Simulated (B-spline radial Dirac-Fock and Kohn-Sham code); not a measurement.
# The L3-M23M23 Auger spectrum of Fe⁷⁺

System: the Fe⁷⁺ ion in the configuration [Ar] 3d1.

The run's input, task.json:

```json
{"items": [{
  "Z": 26,
  "q": 7,
  "cfg": [[1, 0, 2], [2, 0, 2], [2, 1, 6], [3, 0, 2], [3, 1, 6], [3, 2, 1]],
  "A": 56,
  "rrms": 3.7377,
  "do": ["binding", "quiet", "double"]
}]}
```

Launch: `python xray_run.py task.json out`

Calculated with a radial atomic solver, using Dirac-Fock (average of configuration) total-energy differences with a finite nucleus, the Breit interaction including its frequency dependence, and self-energy and vacuum-polarisation corrections. The two-hole levels come from diagonalising the Coulomb interaction among the jj configurations; intensities are independent-particle Coulomb rates. Kinetic energies are from the vacuum level. The model has no electron correlation. Open outer shells are spectators and are not coupled to the holes.

```
kinetic energy (eV)  J  leading jj holes (weight)  leading LS term (weight)  intensity (%)
              437.5  0                M2M2 (0.53)                ¹S0 (0.96)            8.7
              443.7  2                M2M3 (0.83)                ¹D2 (0.96)           36.5
              446.9  0                M3M3 (0.53)                ³P0 (0.96)            5.2
              447.2  1                M2M3 (1.00)                ³P1 (1.00)           12.2
              448.7  2                M3M3 (0.83)                ³P2 (0.96)           37.4
```

The strongest line, by its leading LS label ³P2, lies at 448.7 eV. The mean weight of the leading component is 0.74 in jj and 0.97 in LS coupling, so LS labels describe these levels better.
